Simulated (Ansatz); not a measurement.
A single point on C6H18N3NbO, SMILES `C[N](C)[Nb](=[O])([N](C)C)[N](C)C`.

```yaml
crystal:
  periodic: [false, false, false]
  atoms:
    - {symbol: C, position_ang: [-1.684787, 0.514714, 1.808748]}
    - {symbol: N, position_ang: [-0.258234, 0.320293, 1.839147]}
    - {symbol: C, position_ang: [0.293646, 0.518154, 3.158374]}
    - {symbol: Nb, position_ang: [0.774448, -0.246140, 0.234297]}
    - {symbol: O, position_ang: [2.338833, -0.741592, 0.704063]}
    - {symbol: N, position_ang: [0.908948, 1.281282, -1.035213]}
    - {symbol: C, position_ang: [-0.225868, 2.096662, -1.383327]}
    - {symbol: C, position_ang: [2.126777, 1.742580, -1.658158]}
    - {symbol: N, position_ang: [-0.167742, -1.758171, -0.653751]}
    - {symbol: C, position_ang: [-1.379812, -1.574021, -1.409294]}
    - {symbol: C, position_ang: [0.292158, -3.126294, -0.680756]}
    - {symbol: H, position_ang: [-2.093247, 0.325760, 0.811112]}
    - {symbol: H, position_ang: [-1.960970, 1.541150, 2.090999]}
    - {symbol: H, position_ang: [-2.198837, -0.168315, 2.500535]}
    - {symbol: H, position_ang: [-0.164658, -0.164471, 3.888742]}
    - {symbol: H, position_ang: [1.369372, 0.339832, 3.156161]}
    - {symbol: H, position_ang: [0.116961, 1.543753, 3.513447]}
    - {symbol: H, position_ang: [-0.069405, 3.146881, -1.097207]}
    - {symbol: H, position_ang: [-1.133136, 1.758604, -0.873055]}
    - {symbol: H, position_ang: [-0.425811, 2.074592, -2.464565]}
    - {symbol: H, position_ang: [2.971985, 1.123519, -1.355853]}
    - {symbol: H, position_ang: [2.050814, 1.707060, -2.754582]}
    - {symbol: H, position_ang: [2.347874, 2.783096, -1.379067]}
    - {symbol: H, position_ang: [-2.208448, -2.169749, -0.999443]}
    - {symbol: H, position_ang: [-1.247702, -1.869971, -2.460139]}
    - {symbol: H, position_ang: [-1.695678, -0.526153, -1.409961]}
    - {symbol: H, position_ang: [0.470801, -3.466596, -1.711161]}
    - {symbol: H, position_ang: [1.223396, -3.230257, -0.123097]}
    - {symbol: H, position_ang: [-0.450878, -3.804301, -0.236499]}
basis:
  gaussian: {orbitals: def2-QZVPP}
correlation: {method: mp2}
```

```sh
$ ansatz run in.yaml --threads 11 --pin off --events-out ev --progress --plain --max-ram 110592MiB --backend cuda --devices 0, --max-vram 75GiB
```

It prints (some lines left out):

```
Functional definition: HF
7153 factors; integrals over basis functions are off by at most 8.5e-4 eV
mean field evaluation 1: about -14477.5468 eV, gradient 8.1e1 eV
mean field evaluation 2: about -14477.8663 eV, gradient 8.1e1 eV
mean field evaluation 4: about -14491.4713 eV, gradient 1.7e1 eV
mean field evaluation 8: about -14492.1524 eV, gradient 1.5e0 eV
mean field evaluation 16: about -14492.1583 eV, gradient 3.1e-6 eV
mean field -14492.15828546 eV, -532.5769938531 hartree, gradient 3.1e-6 eV, S^2 0.000000; 0 other end points of the search recorded, 0 dependent functions left out
10 core orbitals not correlated: weight in the atoms' cores, before any rotation towards them, 1.000 or more for the frozen orbitals, at most 0.000 for the correlated occupied ones
reference -14492.15828546 eV, -532.5769938531 hartree; 38, 38 occupied and 1143, 1143 virtual orbitals, 7153 factors
second order -70.95641913 eV of doubles, -0.00000000 eV of singles
Total energy: -14563.11470459 eV, -535.1845941601 hartree
```

It took 8 s on 11 threads of an AMD EPYC 7R13 on a shared host and a whole NVIDIA H100 80 GB, with 2.1 GiB of host memory at the peak.
